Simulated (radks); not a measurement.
The numbers below are computed, except where a source is named.
How relativity changes the ionisation of the neon ion Ne+ ([He] 2s2 2p5) to Ne2+ ([He] 2s2 2p4). Spin-unpolarised spherical Kohn-Sham, PBE, point nucleus unless stated (finite: rms radius 3.0055 fm), a radial shooting solver on a logarithmic mesh with Libxc functionals. A level marked "c x" has the speed of light scaled by that factor and shares open shells by 2j + 1; other Dirac levels either fill j = l - 1/2 first or share by 2j + 1.

| level | E(Ne+) (hartree) | E(Ne2+) (hartree) | IE (eV) | HOMO | <r> HOMO (bohr) |
|---|---|---|---|---|---|
| non-rel. | -128.03992 | -126.44936 | 43.281 | 2p | 0.8836 |
| scalar-rel. | -128.18752 | -126.59745 | 43.268 | 2p | 0.8834 |
| scalar-rel., finite nucleus | -128.18747 | -126.59741 | 43.268 | 2p | 0.8834 |
| Dirac, 2j+1 shares | -128.18755 | -126.59748 | 43.268 | 2p3/2 | 0.8841 |
| Dirac, low j first | -128.18900 | -126.60080 | 43.217 | 2p3/2 | 0.8842 |
| Dirac, 2j+1 shares, finite nucleus | -128.18750 | -126.59743 | 43.268 | 2p3/2 | 0.8841 |
| Dirac, c x 0.75 | -128.30291 | -126.71322 | 43.258 | 2p3/2 | 0.8845 |
| Dirac, c x 1.5 | -128.10543 | -126.51509 | 43.275 | 2p3/2 | 0.8838 |
| Dirac, c x 3 | -128.05628 | -126.46578 | 43.280 | 2p3/2 | 0.8837 |

NIST Atomic Spectra Database: 40.963 eV (measured). The relativistic part of the total energy of Ne+ is -0.1476 hartree (Dirac, 2j+1 shares, finite nucleus), 0.12 % of the non-relativistic value. Spin polarisation and multiplet splitting of open shells are left out at every level.

Beside tabulated values, note that spin-unpolarised runs miss the spin-polarisation part of the exchange energy of open shells.
